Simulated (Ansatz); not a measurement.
BFH (SMILES [BH]F) moved off its minimum; all values from Ansatz (a quantum-chemistry and plane-wave program), cores frozen in correlated methods. Open shells are unrestricted.
(charge 0, multiplicity 2)
```xyz
3

B     -0.6686     0.3988     0.0556
F      0.5152    -0.1523    -0.0498
H     -1.6692    -0.1286     0.0338
```

| level | largest force (eV/Å) | on atom | rms difference from CCSD(T)/aug-cc-pVTZ (eV/Å) | dipole (D) |
|---|---|---|---|---|
| HF/def2-TZVPP | 2.48 | B1 | 0.352 | 0.96 |
| PBE/def2-TZVPP | 2.32 | B1 | 0.099 | 0.76 |
| r2SCAN/def2-TZVPP | 2.31 | B1 | 0.077 | 0.75 |
| B3LYP/def2-TZVPP | 2.20 | B1 | 0.098 | 0.80 |
| wB97M-V/def2-TZVPP | 2.20 | B1 | 0.127 | 0.80 |
| MP2/aug-cc-pVTZ | 2.07 | B1 | 0.062 | 0.82 |
| CCSD(T)/aug-cc-pVTZ | 2.19 | B1 | 0.000 | 0.82 |

The differences count from one level among others, with limits of its own. Forces at CCSD(T)/aug-cc-pVTZ (eV/Å):

```json
[
 {"atom": "B1", "Fx": "1.654", "Fy": "1.437", "Fz": "0.099"},
 {"atom": "F2", "Fx": "-0.184", "Fy": "-0.257", "Fz": "-0.022"},
 {"atom": "H3", "Fx": "-1.470", "Fy": "-1.180", "Fz": "-0.077"}
]
```
